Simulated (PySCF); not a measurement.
BH₃N, SMILES [NH2+]=B, charge +1. Atoms are numbered in the order given.

```xyz
5

B      0.0000     0.0000     0.7831
N      0.0000     0.0000    -0.5278
H      0.0000     0.0000     1.9564
H      0.0000     0.8520    -1.0887
H      0.0000    -0.8520    -1.0887
```
Charge +1, spin multiplicity 1.

Coordinates come from a PBE0-D3(BJ)/def2-TZVP optimisation. The isomer is the one that the SMILES or the coordinates give; other isomers of the formula were not compared.

Calculation: PBE0-D3(BJ)/def2-TZVP (PySCF).

Harmonic, unscaled wavenumbers; measured fundamentals usually lie a few per cent lower.

Problem. Give all harmonic wavenumbers and intensities. (Estimate from the structure and the level; the computed values follow.)

Solution. 
```json
[
 {"mode": "1", "ν (cm⁻¹)": "569", "IR (km/mol)": "2.6", "Raman (Å⁴/amu)": "0.2", "depolarisation": "0.75", "moving atoms (share of kinetic energy)": "H 94 %"},
 {"mode": "2", "ν (cm⁻¹)": "673", "IR (km/mol)": "235.3", "Raman (Å⁴/amu)": "0.2", "depolarisation": "0.75", "moving atoms (share of kinetic energy)": "H 78 %, N 21 %"},
 {"mode": "3", "ν (cm⁻¹)": "752", "IR (km/mol)": "4.9", "Raman (Å⁴/amu)": "0.4", "depolarisation": "0.75", "moving atoms (share of kinetic energy)": "H 74 %, B 23 %"},
 {"mode": "4", "ν (cm⁻¹)": "920", "IR (km/mol)": "71.5", "Raman (Å⁴/amu)": "0.1", "depolarisation": "0.75", "moving atoms (share of kinetic energy)": "H 61 %, B 26 %, N 14 %"},
 {"mode": "5", "ν (cm⁻¹)": "1454", "IR (km/mol)": "3.4", "Raman (Å⁴/amu)": "17.8", "depolarisation": "0.29", "moving atoms (share of kinetic energy)": "H 74 %, B 22 %"},
 {"mode": "6", "ν (cm⁻¹)": "1615", "IR (km/mol)": "258.1", "Raman (Å⁴/amu)": "13.9", "depolarisation": "0.03", "moving atoms (share of kinetic energy)": "N 41 %, H 33 %, B 26 %"},
 {"mode": "7", "ν (cm⁻¹)": "2876", "IR (km/mol)": "5.6", "Raman (Å⁴/amu)": "41.5", "depolarisation": "0.09", "moving atoms (share of kinetic energy)": "H 86 %, B 14 %"},
 {"mode": "8", "ν (cm⁻¹)": "3479", "IR (km/mol)": "294.6", "Raman (Å⁴/amu)": "66.4", "depolarisation": "0.08", "moving atoms (share of kinetic energy)": "H 95 %"},
 {"mode": "9", "ν (cm⁻¹)": "3546", "IR (km/mol)": "272.7", "Raman (Å⁴/amu)": "25.6", "depolarisation": "0.75", "moving atoms (share of kinetic energy)": "H 91 %, N 9 %"}
]
```
